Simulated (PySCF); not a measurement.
A structure optimised at B3LYP-D3(BJ)/def2-SVP, used in a PySCF frequency run:

```xyz
5

F     -1.6671    -0.5943     0.0000
C     -0.3484    -0.4142     0.0000
Cl     0.4531    -1.9981     0.0000
Br     0.1342     0.5972    -1.6086
Br     0.1342     0.5972     1.6086
```

Q: Write its SMILES, formula and point group.

A: FC(Cl)(Br)Br, CBr₂ClF, Cs

Q: What are its rotational constants (standard atomic weights)?

A: 1.8622, 1.0574, 0.81443 GHz
